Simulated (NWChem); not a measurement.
Molecule: CH4BF; SMILES B(C)F

Task: Give the equilibrium geometry at PBE0/def2-SVP (NWChem) as a list of bonds and angles, with the point group.

Result: point group C1; any orientation.
Bond lengths (Å): B1–H2 1.214, B1–F3 1.326, B1–C4 1.558, C4–H5 1.104, C4–H6 1.104, C4–H7 1.099. Angles (°): H2–B1–F3 115.9, H2–B1–C4 123.3, F3–B1–C4 120.8, B1–C4–H5 109.2, B1–C4–H6 109.7, B1–C4–H7 114.0, H5–C4–H6 105.3, H5–C4–H7 109.1, H6–C4–H7 109.3.
